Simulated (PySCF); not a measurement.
**Bond length, frequency and bond energy of TlPb by level of theory**

State: ⁴Σ⁻ (quartet), unpaired electrons σ ↑, π ↑↑. Set-up: Tl def2-SVP with ECP60, Pb def2-SVP with ECP60; scalar-relativistic core potentials (PySCF 2.14). De refers to Tl + Pb in their high-spin ground configurations, without counterpoise correction. The functionals are run spin-unrestricted. A positive dipole means Tl(−)Pb(+).

| Level | Re (Å) | ωe (cm⁻¹) | De (eV) | μ (D) |
| --- | --- | --- | --- | --- |
| UHF | 3.057 | 94.1 | 1.08 | -3.36 |
| UHF-MP2 | 2.965 | 109 | 1.66 | n/a |
| UHF-SCS-MP2 | 2.983 | 106 | 1.45 | n/a |
| UHF-CCSD | 3.001 | 104 | 1.56 | n/a |
| UHF-CCSD(T) | 2.998 | 105 | 1.63 | n/a |
| PBE | 3.009 | 98.7 | 1.98 | -1.44 |
| PBEsol | 2.958 | 105 | 2.17 | -1.34 |
| BP86 | 3.011 | 98.2 | 1.96 | -1.45 |
| r²SCAN | 2.971 | 104 | 1.96 | -1.78 |
| PBE0 | 2.970 | 105 | 1.85 | -1.81 |
| BHandHLYP | 2.982 | 104 | 1.55 | -2.06 |

The bond length runs from 2.958 Å (PBEsol) to 3.057 Å (UHF). De spans 1.08 eV (UHF, mean field) to 2.17 eV (PBEsol, GGA). Correlation at CCSD(T) changes the Hartree–Fock bond energy by +0.55 eV; the triples alone change it by +0.07 eV.

Correlated steps freeze 8 core orbitals. Correlated levels converge slowly with the basis: in double zeta they bind strong bonds too weakly, by up to about 1 eV, and carry superposition errors of some tenths. These are scalar-relativistic numbers at best; spin–orbit coupling would shift them, the dissociation energy most. The state was picked by a PBE0 search and need not be the measured ground state.
